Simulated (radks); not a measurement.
Excited configurations of the lutetium ion Lu5+: one electron is placed in a higher orbital outside [Kr] 4d10 4f13 5s2 5p4. The ground configuration is [Xe] 4f12. Calculated with a radial shooting solver on a logarithmic mesh with Libxc functionals: scalar-relativistic Kohn-Sham, r2SCAN, spin-unpolarised, spherical densities, finite nucleus; meta-GGA in the generalised Kohn-Sham scheme; Fermi nuclear charge, rms radius 5.37 fm. Excitation = E - E(ground); binding = E(ion) - E, where the ion is the core of charge +6; n* = 6/sqrt(2 binding) in atomic units, and the quantum defect is n - n*.

outer orbital  excitation (eV)  binding (eV)     n*  quantum defect  eigenvalue (eV)  <r> (bohr)
5d                      54.050        60.027  2.857           2.143          -53.579       1.672
5f                      83.407        30.670  3.996           1.004          -27.293       2.909
6s                      62.578        51.499  3.084           2.916          -47.726       2.445
6f                      94.219        19.858  4.966           1.034          -18.042       5.143
7p                      89.011        25.067  4.420           2.580          -23.281       4.792
7d                      94.473        19.604  4.998           2.002          -18.082       5.829
7f                      100.24        13.841  5.949           1.051          -12.697       7.856

The Delta-SCF ionisation energy is 114.08 eV (NIST Atomic Spectra Database: 98 eV, theoretical). Self-interaction in the functional shifts the binding energies and quantum defects, so they are the method's values and not measured ones. Spin polarisation and multiplet splitting are left out, so open shells lie too high by an amount that depends on their filling. Spin-orbit splitting is averaged out at the scalar-relativistic level.

Beside tabulated values, note that spin-unpolarised runs miss the spin-polarisation part of the exchange energy of open shells.
